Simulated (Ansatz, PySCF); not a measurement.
Torsion O1–Si2–S3–H5 in H2OSSi (SMILES O[Si]S); at each angle all else is relaxed with GFN2-xTB, and the levels are single points there.
Geometry at 180° (charge 0, multiplicity 1):
```xyz
5

O     -1.09836     0.25853    -0.12766
Si    -0.15866    -0.96923    -0.64183
S      1.43910    -0.62692     0.80618
H     -1.94384     0.49896    -0.49120
H      2.17993    -1.63489     0.36252
```

Quantity: the energy at 270° less that at 180°.

On the grid 0° to 330°, 270° is the highest and 180° the lowest point at MP2/CBS(cc-pV(T+d)Z, cc-pV(Q+d)Z) + ΔCCSD(T)/cc-pV(T+d)Z.

Correlated levels freeze the cores. CBS(a, b) extrapolates the correlation energy as X⁻³ and adds the Hartree–Fock energy of set b.

Run with Ansatz (Gaussian basis) for Hartree–Fock, density functionals and correlated methods; PySCF for the dispersion terms. Values without a source in brackets are computed.

Costs are ratios of core time to PBE/def2-TZVPP (roughly 2.9 s), for whole runs (searches for the state included, and forces where a run took them) on one shared machine, so rough; each difference counts from 9.86 kcal/mol (MP2/CBS(cc-pV(T+d)Z, cc-pV(Q+d)Z) + ΔCCSD(T)/cc-pV(T+d)Z, a level with limits of its own).

```
level                    basis functions  cost
-----------------------  ---------------  ----
SVWN5/def2-TZVPP                     143  ×0.8
PBE/def2-TZVPP                       143    ×1
PBE-D3(BJ)/def2-TZVPP                143    ×1
BLYP/def2-TZVPP                      143    ×1
B3LYP/def2-TZVPP                     143    ×1
B3LYP-D3(BJ)/def2-TZVPP              143    ×1
PBE0/def2-TZVPP                      143    ×1
PBE0-D3(BJ)/def2-TZVPP               143    ×1
r2SCAN/def2-TZVPP                    143    ×2
CCSD(T)/cc-pV(D+d)Z                   70    ×2
MP2/cc-pV(Q+d)Z                      243    ×7
CCSD(T)/cc-pV(T+d)Z                  136   ×10
```

Which is the cheapest listed level whose difference stays within 0.25 kcal/mol?

BLYP/def2-TZVPP (0.16 kcal/mol, cost ×1).

What does the step from CCSD(T)/cc-pV(D+d)Z to CCSD(T)/cc-pV(T+d)Z cost and buy?

70 to 136 functions, cost ×6 (rough); the difference goes from 0.44 to 0.06 kcal/mol.

Each difference (kcal/mol): SVWN5/def2-TZVPP 0.46; PBE/def2-TZVPP 0.28; PBE-D3(BJ)/def2-TZVPP 0.27; BLYP/def2-TZVPP 0.16; B3LYP/def2-TZVPP 0.28; B3LYP-D3(BJ)/def2-TZVPP 0.27; PBE0/def2-TZVPP 0.41; PBE0-D3(BJ)/def2-TZVPP 0.40; r2SCAN/def2-TZVPP 1.00; CCSD(T)/cc-pV(D+d)Z 0.44; MP2/cc-pV(Q+d)Z 0.29; CCSD(T)/cc-pV(T+d)Z 0.06.

Ansatz is an electronic-structure program.
